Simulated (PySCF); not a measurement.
C6H8P (charge -1).
SMILES with atom numbers: `[CH3:1][c:2]1[cH:3][cH:4][c:5]([CH3:6])[p-:7]1` (hydrogens: H8, H9, H10 on C1; H11 on C3; H12 on C4; H13, H14, H15 on C6)

The same species was optimised twice, with GFN2-xTB and with PBE0-D3(BJ)/def2-SVP (PySCF), and the same property calculations (PySCF, gas phase) were run on both structures.

```
  coordinate  GFN2-xTB  PBE0-D3(BJ)/def2-SVP  change
   C2–C3 (Å)     1.380                 1.399  +0.019
   C4–C5 (Å)     1.380                 1.398  +0.018
   C3–C4 (Å)     1.399                 1.414  +0.015
   C2–P7 (Å)     1.758                 1.769  +0.011
   C5–P7 (Å)     1.758                 1.768  +0.010
   C1–C2 (Å)     1.502                 1.501  -0.001
   C5–C6 (Å)     1.501                 1.501   0.000
C2–P7–C5 (°)      89.9                  91.1    +1.2
C3–C2–P7 (°)     111.9                 111.0    -0.9
C4–C5–P7 (°)     111.9                 111.1    -0.8
C1–C2–P7 (°)     123.8                 124.5    +0.7
C6–C5–P7 (°)     123.9                 124.3    +0.4
C4–C5–C6 (°)     124.2                 124.6    +0.4
C2–C3–C4 (°)     113.1                 113.5    +0.4
C3–C4–C5 (°)     113.1                 113.3    +0.2
```

Rotational constants: A = 4878, B = 1740, C = 1304 MHz (GFN2-xTB) against A = 4834, B = 1705, C = 1281 MHz (PBE0-D3(BJ)/def2-SVP).

On the GFN2-xTB structure: HOMO (eV) -0.24 [PBE0/pcSseg-1]; LUMO (eV) 5.57 [PBE0/pcSseg-1]; GIAO shielding of C1/C6 (mean) (ppm) 165.6 [PBE0/pcSseg-1]; GIAO shielding of C2/C5 (mean) (ppm) 46.8 [PBE0/pcSseg-1]; GIAO shielding of C3/C4 (mean) (ppm) 68.7 [PBE0/pcSseg-1]; GIAO shielding of P7 (ppm) 235.9 [PBE0/pcSseg-1].

Task: What do these properties become on the PBE0-D3(BJ)/def2-SVP structure?

Result: 
| property | level | on GFN2-xTB | on PBE0-D3(BJ)/def2-SVP | change |
| --- | --- | --- | --- | --- |
| HOMO (eV) | PBE0/pcSseg-1 | -0.24 | -0.26 | -0.02 |
| LUMO (eV) | PBE0/pcSseg-1 | 5.57 | 5.42 | -0.15 |
| energy, GFN2-xTB geometry as zero (kcal/mol) | PBE0/pcSseg-1 | 0.0 | -0.7 | -0.7 |
| GIAO shielding of C1/C6 (mean) (ppm) | PBE0/pcSseg-1 | 165.6 | 164.0 | -1.6 |
| GIAO shielding of C2/C5 (mean) (ppm) | PBE0/pcSseg-1 | 46.8 | 43.9 | -2.9 |
| GIAO shielding of C3/C4 (mean) (ppm) | PBE0/pcSseg-1 | 68.7 | 64.9 | -3.8 |
| GIAO shielding of P7 (ppm) | PBE0/pcSseg-1 | 235.9 | 220.5 | -15.4 |

The heavy atoms differ by 0.018 Å rms after alignment. Among bonds between heavy atoms C2–C3 and C4–C5 change most and about equally (+0.018 to +0.019 Å). Changes are differences of the printed values. Neither structure is proved a minimum here. Isolated species at its PBE0-D3(BJ)/def2-SVP geometry, gas phase. The geometry's basis has no diffuse functions, a weakness for an anion.
